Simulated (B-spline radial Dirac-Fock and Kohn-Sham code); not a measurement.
K-shell ionisation of the free barium atom, configuration [Xe] 6s2, by electron impact in the relativistic binary-encounter-Bethe (RBEB) model with Dirac-Fock orbital kinetic energies; direct ionisation only. It is a semi-empirical estimate. B and U are the binding and mean kinetic energies of the 1s orbital; B is the tabulated edge.

With B = 37441.0 eV, U = 47884.7 eV and N = 2, the model reads σ = 4πa₀²α⁴N / [(β_t² + β_u² + β_b²)·2b′] × {½[ln(β_t²/(1 − β_t²)) − β_t² − ln 2b′](1 − 1/t²) + 1 − 1/t − (ln t/(t + 1))(1 + 2t′)/(1 + t′/2)² + b′²(t − 1)/(2(1 + t′/2)²)}, where t = T/B, primes denote energies in units of mc², and β_x² = 1 − 1/(1 + x′)².

| T (eV) | overvoltage T/B | σ_K (b) |
| --- | --- | --- |
| 50000 | 1.34 | 4.499 |
| 100000 | 2.67 | 14.92 |
| 200000 | 5.34 | 20.15 |
| 300000 | 8.01 | 21.83 |
| 1e+06 | 26.71 | 27.32 |

Values without a named source are computed, but for edge energies of neutral atoms, which are taken from tables.
